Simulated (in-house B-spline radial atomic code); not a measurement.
Configurations of Br³⁺, with energies counted from [Ar] 3d10 4s2 4p2. Computed with a radial B-spline atomic code at the basis-set limit: non-relativistic BHandHLYP, spin-polarised, spherical fractional occupations, point nucleus. Shells without spins written out take the highest spin.

Caution: exact exchange at fractional occupations of open shells leaves self-interaction of up to several eV.

Occupations are held fixed; configurations that lie above the ionisation limit could autoionise.

```csv
configuration,E - E(ref) (eV),highest orbital,its <r> (bohr)
"[Ar] 3d10 4s2 4p(0 up, 1 down) 5p(1 up, 0 down)",27.435,5p up,3.994
[Ar] 3d10 4s2 4p1 5d1,33.291,5d up,5.223
"[Ar] 3d10 4s2 4p(1 up, 0 down) 5f(1 up, 0 down)",37.983,5f up,7.423
"[Ar] 3d10 4s(0 up, 1 down) 4p(1 up, 1 down) 5s(1 up, 0 down)",38.519,5s up,3.449
[Ar] 3d9 4s2 4p2 5d1,114.93,5d up,5.044
[Ar] 3d9 4s2 4p2 5f1,119.94,5f up,7.26
"[Ne] 3s2 3p(2 up, 3 down) 3d10 4s2 4p(2 up, 0 down) 5s(0 up, 1 down)",212.35,5s down,3.391
```

**Question.** Order these further configurations by energy, lowest first.
A. [Ar] 3d10 4s1 4p2 5d1
B. [Ar] 3d10 4s2 4p1 4d1
C. [Ne] 3s2 3p5 3d10 4s2 4p2 5p1
D. [Ne] 3s2 3p5 3d10 4s2 4p2 4d1
E. [Ar] 3d10 4s1 4p2 4d1

**Answer.** B (21.532 eV), E (31.613 eV), A (44.085 eV), D (209.59 eV), C (216.63 eV).

**Question.** How far above the reference does [Ne] 3s2 3p5 3d10 4s2 4p2 5s1 lie?

**Answer.** 211.45 eV; its least bound orbital is 5s up with <r> = 3.346 bohr.

**Question.** How far above the reference does [Ar] 3d10 4s1 4p2 5f1 lie?

**Answer.** 48.87 eV; its least bound orbital is 5f up with <r> = 7.342 bohr.

**Question.** How far above the reference does [Ar] 3d10 4s2 4p(1 up, 1 down) lie?

**Answer.** 3.1322 eV; its least bound orbital is 4p up with <r> = 1.81 bohr.
